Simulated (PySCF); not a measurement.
# BeZn: energy against distance

Set-up: Be cc-pVDZ, Zn cc-pVDZ-PP with ECP10; scalar-relativistic core potentials (PySCF 2.14). Energies in eV from Be + Zn in their ground configurations at the same level. State: ¹Σ⁺ (singlet), closed shell.

```tsv
R (Å)	RHF-SCS-MP2	RHF-MP2	r²SCAN
2.429	0.2554	0.1780	-0.1983
2.542	0.1828	0.1133	-0.2268
2.655	0.1334	0.0713	-0.2324
2.739	0.1065	0.0497	-0.2270
2.824	0.0855	0.0337	-0.2163
2.909	0.0688	0.0217	-0.2023
3.022	0.0513	0.0101	-0.1808
3.163	0.0345	-0.0001	-0.1529
3.332	0.0195	-0.0083	-0.1214
3.558	0.0053	-0.0153	-0.0867
```

Question: Put a parabola through the three lowest points of the r²SCAN curve and estimate Re, k and ωe (reduced mass 7.899 u; 1 eV/Å² = 0.16022 mdyn/Å; ωe = 1302.8·√(k/μ) cm⁻¹).

Answer: Through R = 2.542, 2.655, 2.739 Å the second-order coefficient is 0.578 eV/Å², so Re ≈ 2.641 Å, k ≈ 0.185 mdyn/Å and ωe ≈ 199 cm⁻¹. A polynomial fit of higher order to the unrounded r²SCAN energies gives Re = 2.634 Å, k = 0.191 mdyn/Å, ωe = 203 cm⁻¹; anharmonicity and rounding make the difference.

The higher-order fit for each curve: r²SCAN: Re = 2.634 Å, ωe = 203 cm⁻¹, De = 0.233 eV. RHF-SCS-MP2 gives no reliable minimum on this grid. RHF-MP2 gives no reliable minimum on this grid.

Correlated steps freeze no core orbitals. Closed-shell solutions of metal pairs were not tested for spin polarisation, which can lower them a little. The bond is weak. Basis-set superposition, not corrected here, can be much of De in a small basis, most of all at correlated wavefunction levels. Functionals without a dispersion term scatter widely for such bonds, and LDA overbinds them.
